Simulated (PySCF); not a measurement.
C₄H₈N₂OSSi.
SMILES: `C[S@@](=O)c1cncn1[SiH3]`

Torsions of this conformer, `[CH3:1][S@@:2](=[O:3])[c:4]1[cH:5][n:6][cH:7][n:8]1[SiH3:9]`: C1–S2–C4–C5 86°.

The closed-shell ground state was solved at several levels (PySCF, density fitting, gas phase, non-relativistic). The structure is a single PBE0-D3(BJ)/def2-SVP conformer in the gas phase; no vibrational or solvent corrections.

```tsv
level	basis functions	HOMO (eV)	LUMO (eV)	gap (eV)	dipole (D)
KT3/pcSseg-1	207	-5.96	-1.52	4.44	3.33
CAM-B3LYP/def2-SVPD	258	-8.36	0.32	8.68	3.66
```

(1) Estimate the row for PBE0/pcSseg-1, a basis of 207 functions; the other rows only guide the guess.

(2) Over all these levels, which gives the widest orbital gap and which the narrowest?

(3) How far do the dipole and the HOMO energy spread over the levels?

Answers

(1) HOMO -7.08 eV, LUMO -0.63 eV, gap 6.45 eV, dipole 3.60 D.

(2) CAM-B3LYP/def2-SVPD (range-separated hybrid) has the widest, 8.68 eV, and KT3/pcSseg-1 (GGA) the narrowest, 4.44 eV. Functional and basis both differ between the two, so the spread mixes both effects.

(3) The dipole runs from 3.33 to 3.66 D (mean 3.53 D) and the HOMO from -8.36 to -5.96 eV.
